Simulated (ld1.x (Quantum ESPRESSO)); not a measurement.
**Hf (Z = 72): excitation energies, all-electron against TM**

```
Element                 : Hf
Generator               : ld1.x (Quantum ESPRESSO) 7.5
Type                    : norm-conserving Troullier–Martins (Kleinman–Bylander form)
Functional              : PBE
Relativity              : fully relativistic
Frozen core             : [Xe] 4f14
Valence charge          : 4
Reference configuration : 5d2 6s2 6p0
Partial waves           : 6s (bound): rc 3.15 bohr; 5d (bound): rc 2.75 bohr; 6p (bound, empty): rc 3.65 bohr
Local potential         : the p channel
Core correction         : none
```

Open shells are filled in proportion to 2j + 1 (rel_dist='average').

Energies are relative to the spin-unpolarised reference configuration 5d2 6s2 6p0; without spin polarisation the order of configurations can differ from experiment. The p channel is local and has no spin–orbit splitting in the pseudo-atom.

| valence configuration | charge | ΔE all-electron (eV) | error AE − PS (meV) |
| --- | --- | --- | --- |
| 5d2 6s1 6p0 | +1 | 7.980 | +4.1 |
| 5d1 6s0 6p0 | +3 | 43.943 | +219 |
| 5d2 6s0 6p1 | +1 | 12.619 | -3.4 |
| 5d2 6s1.5 6p0 | +0.5 | 3.256 | +0.3 |
| 5d3 6s0 6p0 | +1 | 9.991 | +98 |

Question: What are ΔE and the potential's error for 5d2 6s0 6p0?

Answer: ΔE = 22.160 eV all-electron; the error (AE − PS) is +97 meV.

Question: What are ΔE and the potential's error for 5d2.5 6s1.5 6p0?

Answer: ΔE = 1.253 eV all-electron; the error (AE − PS) is +5.7 meV.

Levels in the configuration 5d2 6s0 6p1:

```tsv
level	all-electron (eV)	pseudo (eV)
5d j=3/2	-10.657	-10.746
5d j=5/2	-10.121	-10.195
6p j=1/2	-7.533	-7.057
6p j=3/2	-6.875	-7.057
```
